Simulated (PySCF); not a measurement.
## Ni: ionisation energy

Ni [Ar] 3d8 4s2 (3F) → Ni+ [Ar] 3d9 (2D), as a difference of total energies. All numbers are calculated (PySCF 2.14, no relativity, point nucleus, in def2-QZVPPD (11s6p5d4f2g, 100 functions)). Correlated levels: valence: [Ar] frozen. The calculations carry no spin-orbit coupling.

```
           method  ionisation energy (eV)
              UHF                   7.720
    MP2 (valence)                   6.446
SCS-MP2 (valence)                   6.657
   CCSD (valence)                   7.296
CCSD(T) (valence)                   7.265
```

Task: How much does correlation contribute at CCSD(T) (valence)?

Result: 7.265 − (7.720) = -0.455 eV, measured against UHF.

A first-order spin-orbit estimate (lowest level to lowest level, LS coupling) adds 0.053 eV.

These non-relativistic numbers lack the scalar-relativistic shift.

Errors of the correlated levels include the incompleteness of this basis and the frozen core.

For comparison: 7.640 eV (measured; NIST Atomic Spectra Database, ionization energies).
